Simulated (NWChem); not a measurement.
# SiH3O cation; SMILES [OH+]=[SiH2]

```xyz
5

O     -0.1516    -1.0894     0.0000
Si    -0.0505     0.4951     0.0000
H      0.5695    -1.7460     0.0000
H      1.2551     1.1754     0.0000
H     -1.3552     1.1623     0.0000
```
Atoms are numbered in this order, from 1.

STO-3G and 3-21G are far too small for this property and stand as cheap habits. The geometry was optimised at B3LYP/6-31G* (spherical d).

Problem. Give the principal values of the shielding tensors (ppm) of O1, Si2 from Hartree-Fock/STO-3G, GIAO (NWChem), with their diamagnetic and paramagnetic parts as GIAO splits them.

Solution. 
```tsv
atom	σ11	σ22	σ33	isotropic	diamagnetic	paramagnetic
O1	27.7	267.5	507.8	267.7	379.8	-112.1
Si2	294.9	390.2	593.2	426.1	863.1	-436.9
```
